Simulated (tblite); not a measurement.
Species: C₆H₁₄P (charge +1).
Z-matrix (Å and degrees, GFN2-xTB geometry), rows numbered from 1:
```
C 
C   1  1.5243
C   2  1.5087  1  111.30
C   3  1.5346  2  120.63  1   150.71
P   4  1.7994  3   65.52  2  -109.52
C   5  1.8278  3  125.14  4  -100.85
C   6  1.5263  5  110.84  3  -115.36
H   1  1.0867  2  110.94  3    61.25
H   1  1.0905  2  110.38  3   -58.92
H   1  1.0857  2  110.43  3  -178.83
H   2  1.0928  1  110.16  3   122.62
H   2  1.0921  1  109.62  3  -119.52
H   3  1.0867  2  114.06  1   -63.91
H   4  1.0829  3  117.96  5  -111.32
H   4  1.0844  3  116.38  5   109.03
H   5  1.3745  3  116.83  4    98.28
H   6  1.0945  5  108.04  3   122.98
H   6  1.0942  5  107.18  3     6.22
H   7  1.0879  6  111.55  5    60.56
H   7  1.0870  6  109.35  5  -179.83
H   7  1.0882  6  111.18  5   -60.76
```

Calculated harmonic vibrations of the isolated species, GFN2-xTB (tblite), most abundant isotopes, no scaling. This tight-binding method is rough: wavenumbers can miss measured ones by several per cent, in bad cases by 10 to 20. Modes of hydrogen on phosphorus can be 10 to 20 % off. One conformer, not necessarily the lowest.

Harmonic wavenumbers (cm⁻¹): 52.0, 75.6, 107.7, 128.7, 184.7, 222.7, 228.8, 284.2, 333.3, 432.6, 507.4, 621.9, 702.4, 722.6, 760.6, 784.0, 828.4, 837.7, 881.4, 952.6, 987.4, 999.0, 1012.0, 1017.9, 1050.9, 1060.5, 1094.0, 1114.3, 1161.7, 1186.8, 1221.1, 1225.0, 1254.6, 1326.6, 1373.5, 1387.7, 1414.7, 1419.0, 1467.2, 1470.7, 1476.4, 1483.2, 1491.3, 2413.7, 2936.2, 2942.0, 2969.7, 2988.5, 3002.7, 3005.0, 3034.9, 3038.5, 3042.3, 3055.9, 3058.0, 3059.9, 3069.2.

A = 2656, B = 1592, C = 1141 MHz; mass 117.083 u (most abundant isotopes); point group C1, symmetry number 1.

Problem. Zero-point energy?

Solution. ½Σν̃ = 39981 cm⁻¹ = 114.31 kcal/mol.

Problem. What is S at 298.15 K and 1 bar for an ideal gas of classical rigid rotors and harmonic oscillators?

Solution. Translation 40.21, rotation 28.59, vibration 28.46: S = 97.3 cal/(mol K).

Problem. And Cp and H(298.15 K) − H(0)?

Solution. Cp = 37.97 cal/(mol K), of which vibrations give 30.02 (their classical limit is 57 R = 113.3); H(298.15 K) − H(0) = 6.85 kcal/mol without the zero-point energy, 4.48 from vibrations.

Problem. What must be added to the electronic energy to get the Gibbs energy at 298.15 K and 1 bar?

Solution. ZPE + [H(298.15 K) − H(0)] − T·S = 114.31 + 6.85 − 29.00 = 92.16 kcal/mol.

Problem. Which modes carry the vibrational entropy at 298.15 K?

Solution. 52.0 cm⁻¹: 4.74; 75.6 cm⁻¹: 4.00; 107.7 cm⁻¹: 3.31; 128.7 cm⁻¹: 2.97; 184.7 cm⁻¹: 2.28; 222.7 cm⁻¹: 1.94 cal/(mol K); the other 51 give 9.22 together.

Problem. How do the functions run with temperature in this model?

Solution. 
| T (K) | S (cal/(mol K)) | Cp (cal/(mol K)) | H − H(0) (kcal/mol) | G − H(0) (kcal/mol) | ln q(vib) |
| --- | --- | --- | --- | --- | --- |
| 50 | 57.5 | 13.2 | 0.50 | -2.38 | 0.45 |
| 100 | 68.5 | 18.9 | 1.31 | -5.54 | 1.64 |
| 373.15 | 106.7 | 46.2 | 10.01 | -29.80 | 8.66 |
| 500 | 122.0 | 58.6 | 16.68 | -44.31 | 11.90 |
| 750 | 149.3 | 76.2 | 33.69 | -78.30 | 18.22 |
| 1000 | 173.0 | 88.0 | 54.31 | -118.65 | 24.25 |

q(vib) and H(0) count from the zero-point level.

Hindered rotation and anharmonicity are outside this model. Other conformers, if any are populated, would add a mixing term that is left out. The structure is chiral; the term R ln 2 for an equal mix with its mirror image is left out.
